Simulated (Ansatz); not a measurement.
Complex (SMILES): C (CH4) with [H][H] (H2), atoms 1 to 5 the first; geometry from B3LYP-D3(BJ)/def2-TZVP, monomers rigid:
```xyz
7

C     -0.1244    -0.1244     0.1342
H      0.5271     0.4868     0.7574
H     -0.8183    -0.6760     0.7670
H      0.4773    -0.8263    -0.4418
H     -0.6845     0.5170    -0.5450
H      1.8534     1.4427    -1.6637
H      2.3267     1.8195    -2.0969
```

Basis-set convergence of the uncorrected interaction energy at PBE with Ansatz (an electronic-structure program). Cartesian d functions, on some or all atoms, in 6-31G*, 6-31+G*; all else is spherical. The program fits the integrals of some runs and decomposes those of others, by size. No added dispersion term, no relativity. Functions are those of the species that has most. Reference: the counterpoise-corrected one, the value in aug-pcseg-3, -0.20 kcal/mol. Deviations are taken from unrounded values.

```
basis        functions  uncorrected interaction energy (kcal/mol)
-----------  ---------  -----------------------------------------
6-31G*              27                                      -0.29
6-31+G*             31                                      -0.31
cc-pVDZ             44                                      -0.32
aug-cc-pVDZ         77                                      -0.41
def2-SVP            44                                      -0.31
def2-SVPD           68                                      -0.39
pcseg-1             44                                      -0.23
aug-pcseg-1         77                                      -0.32
6-311G**            54                                      -0.21
6-311+G**           58                                      -0.20
def2-TZVP           67                                      -0.21
def2-TZVPD          91                                      -0.22
pcseg-2            114                                      -0.22
aug-pcseg-2        184                                      -0.22
def2-TZVPP         115                                      -0.21
def2-TZVPPD        139                                      -0.22
cc-pVQZ            235                                      -0.21
aug-cc-pVQZ        356                                      -0.21
def2-QZVPP         237                                      -0.20
def2-QZVPPD        261                                      -0.21
pcseg-3            258                                      -0.20
aug-pcseg-3        379                                      -0.20
```

What the diffuse functions change, pair by pair:
- 6-31G* to 6-31+G*: 4 more functions, deviation -0.08 to -0.10 kcal/mol
- cc-pVDZ to aug-cc-pVDZ: 33 more functions, deviation -0.11 to -0.20 kcal/mol
- def2-SVP to def2-SVPD: 24 more functions, deviation -0.10 to -0.19 kcal/mol
- pcseg-1 to aug-pcseg-1: 33 more functions, deviation -0.02 to -0.12 kcal/mol
- 6-311G** to 6-311+G**: 4 more functions, deviation -0.01 to 0.00 kcal/mol
- def2-TZVP to def2-TZVPD: 24 more functions, deviation 0.00 to -0.02 kcal/mol
- pcseg-2 to aug-pcseg-2: 70 more functions, deviation -0.01 to -0.02 kcal/mol
- def2-TZVPP to def2-TZVPPD: 24 more functions, deviation -0.01 to -0.02 kcal/mol
- cc-pVQZ to aug-cc-pVQZ: 121 more functions, deviation -0.01 to 0.00 kcal/mol
- def2-QZVPP to def2-QZVPPD: 24 more functions, deviation 0.00 to 0.00 kcal/mol
- pcseg-3 to aug-pcseg-3: 121 more functions, deviation 0.00 to 0.00 kcal/mol

Leaving out the reference's own pair, they bring the value nearer the reference by more than 0.01 kcal/mol in 0 of 10 pairs.
